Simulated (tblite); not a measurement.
Compound: C6H7FN2.
Atom-mapped SMILES: `[N:1]#[C:2][CH2:3]/[CH:4]=[N:5]/[CH2:6]/[CH:7]=[CH:8]\[F:9]` (hydrogens: H10, H11 on C3; H12 on C4; H13, H14 on C6; H15 on C7; H16 on C8)

Computed with GFN2-xTB (tblite), gas phase: Langevin dynamics at 300 K from the optimised GFN2-xTB geometry, time step 0.5 fs, friction 0.01 fs⁻¹, 2000 steps.

Start geometry:
```
atom  x, y, z in Å
N1     -4.125    1.132   -1.526
C2     -3.417    0.614   -0.793
C3     -2.505   -0.025    0.123
C4     -1.099    0.399   -0.182
N5     -0.241   -0.457   -0.493
C6      1.109   -0.066   -0.788
C7      2.045   -0.842    0.088
C8      3.030   -0.311    0.788
F9      3.300    1.006    0.770
H10    -2.589   -1.109    0.027
H11    -2.772    0.277    1.141
H12    -0.898    1.479   -0.127
H13     1.293   -0.351   -1.831
H14     1.277    1.016   -0.678
H15     1.870   -1.903    0.150
H16     3.717   -0.852    1.422
```

The statistics below take the 31 frames saved every 25 fs from 250 to 1000 fs; their kinetic temperature (all 3N coordinates) averages 323 K.

**Question.** Give the mean, spread and extremes of the bond lengths.

**Answer.** 
```json
{"bond": "N1≡C2", "start (Å)": "1.142", "mean (Å)": "1.143", "standard deviation (Å)": "0.015", "shortest (Å)": "1.119", "longest (Å)": "1.179"}
{"bond": "C2–C3", "start (Å)": "1.442", "mean (Å)": "1.449", "standard deviation (Å)": "0.026", "shortest (Å)": "1.376", "longest (Å)": "1.507"}
{"bond": "C3–C4", "start (Å)": "1.500", "mean (Å)": "1.506", "standard deviation (Å)": "0.038", "shortest (Å)": "1.436", "longest (Å)": "1.576"}
{"bond": "C4=N5", "start (Å)": "1.251", "mean (Å)": "1.254", "standard deviation (Å)": "0.024", "shortest (Å)": "1.212", "longest (Å)": "1.300"}
{"bond": "N5–C6", "start (Å)": "1.435", "mean (Å)": "1.443", "standard deviation (Å)": "0.034", "shortest (Å)": "1.376", "longest (Å)": "1.499"}
{"bond": "C6–C7", "start (Å)": "1.499", "mean (Å)": "1.500", "standard deviation (Å)": "0.028", "shortest (Å)": "1.439", "longest (Å)": "1.566"}
{"bond": "C7=C8", "start (Å)": "1.319", "mean (Å)": "1.321", "standard deviation (Å)": "0.026", "shortest (Å)": "1.266", "longest (Å)": "1.369"}
{"bond": "C8–F9", "start (Å)": "1.345", "mean (Å)": "1.355", "standard deviation (Å)": "0.033", "shortest (Å)": "1.290", "longest (Å)": "1.436"}
{"bond": "C3–H10", "start (Å)": "1.093", "mean (Å)": "1.098", "standard deviation (Å)": "0.045", "shortest (Å)": "1.002", "longest (Å)": "1.201"}
{"bond": "C3–H11", "start (Å)": "1.095", "mean (Å)": "1.091", "standard deviation (Å)": "0.035", "shortest (Å)": "1.028", "longest (Å)": "1.157"}
{"bond": "C4–H12", "start (Å)": "1.099", "mean (Å)": "1.107", "standard deviation (Å)": "0.029", "shortest (Å)": "1.056", "longest (Å)": "1.160"}
{"bond": "C6–H13", "start (Å)": "1.097", "mean (Å)": "1.096", "standard deviation (Å)": "0.023", "shortest (Å)": "1.044", "longest (Å)": "1.141"}
{"bond": "C6–H14", "start (Å)": "1.100", "mean (Å)": "1.108", "standard deviation (Å)": "0.025", "shortest (Å)": "1.053", "longest (Å)": "1.170"}
{"bond": "C7–H15", "start (Å)": "1.077", "mean (Å)": "1.082", "standard deviation (Å)": "0.026", "shortest (Å)": "1.040", "longest (Å)": "1.153"}
{"bond": "C8–H16", "start (Å)": "1.080", "mean (Å)": "1.088", "standard deviation (Å)": "0.038", "shortest (Å)": "1.025", "longest (Å)": "1.166"}
```

**Question.** Give the same statistics for bond angles, one of each kind among heavy atoms.

**Answer.** 
```json
{"angle": "N1–C2–C3", "start (°)": "179.0", "mean (°)": "171.5", "standard deviation (°)": "4.1", "smallest (°)": "162.0", "largest (°)": "179.4"}
{"angle": "C2–C3–C4", "start (°)": "109.8", "mean (°)": "107.9", "standard deviation (°)": "4.8", "smallest (°)": "97.6", "largest (°)": "118.5"}
{"angle": "C3–C4–N5", "start (°)": "120.0", "mean (°)": "120.3", "standard deviation (°)": "3.5", "smallest (°)": "113.7", "largest (°)": "127.9"}
{"angle": "C4–N5–C6", "start (°)": "120.6", "mean (°)": "120.6", "standard deviation (°)": "4.0", "smallest (°)": "110.3", "largest (°)": "126.1"}
{"angle": "N5–C6–C7", "start (°)": "109.0", "mean (°)": "109.1", "standard deviation (°)": "4.4", "smallest (°)": "100.3", "largest (°)": "119.6"}
{"angle": "C6–C7–C8", "start (°)": "124.6", "mean (°)": "125.5", "standard deviation (°)": "4.2", "smallest (°)": "114.4", "largest (°)": "135.9"}
{"angle": "C7–C8–F9", "start (°)": "122.5", "mean (°)": "122.7", "standard deviation (°)": "3.6", "smallest (°)": "116.4", "largest (°)": "131.1"}
```

**Question.** How far does each atom move about its mean position (frames aligned on the start, all atoms weighted alike), and what rms force does it feel?

**Answer.** 
| atom | rms displacement (Å) | rms force (eV/Å) |
| --- | --- | --- |
| N1 | 0.45 | 1.89 |
| C2 | 0.22 | 2.20 |
| C3 | 0.13 | 2.24 |
| C4 | 0.18 | 2.25 |
| N5 | 0.21 | 2.07 |
| C6 | 0.18 | 1.61 |
| C7 | 0.13 | 1.98 |
| C8 | 0.20 | 2.58 |
| F9 | 0.32 | 1.13 |
| H10 | 0.26 | 1.50 |
| H11 | 0.26 | 1.19 |
| H12 | 0.36 | 0.89 |
| H13 | 0.26 | 0.82 |
| H14 | 0.29 | 0.81 |
| H15 | 0.27 | 0.91 |
| H16 | 0.35 | 1.21 |

The displacements run from 0.13 to 0.45 Å, the largest at N1.

**Question.** Follow the torsions C2–C3–C4–N5, C4–N5–C6–C7 and N5–C6–C7–C8 through every second one of these frames.

**Answer.** 
| t (fs) | C2–C3–C4–N5 (°) | C4–N5–C6–C7 (°) | N5–C6–C7–C8 (°) |
| --- | --- | --- | --- |
| 250 | -111 | 130 | -132 |
| 300 | -110 | 134 | -125 |
| 350 | -116 | 136 | -122 |
| 400 | -129 | 150 | -143 |
| 450 | -117 | 141 | -124 |
| 500 | -111 | 139 | -132 |
| 550 | -122 | 146 | -115 |
| 600 | -111 | 141 | -121 |
| 650 | -106 | 135 | -133 |
| 700 | -97 | 138 | -107 |
| 750 | -98 | 133 | -106 |
| 800 | -98 | 138 | -121 |
| 850 | -96 | 131 | -112 |
| 900 | -94 | 113 | -110 |
| 950 | -83 | 76 | -113 |
| 1000 | -108 | 96 | -119 |

Largest departure from the start value over all these frames: C2–C3–C4–N5 37° (start -120°), C4–N5–C6–C7 50° (start 125°), N5–C6–C7–C8 27° (start -132°).

The run is classical and short, so these are rough statistics of one trajectory.

What follows is the cost of the whole dynamics run. The run took 12 s of wall time on Arm Neoverse V1, one thread, no GPU, shared host with 64 logical CPUs at a one-minute load of 13, and the process peaked at 0.18 GiB of memory.
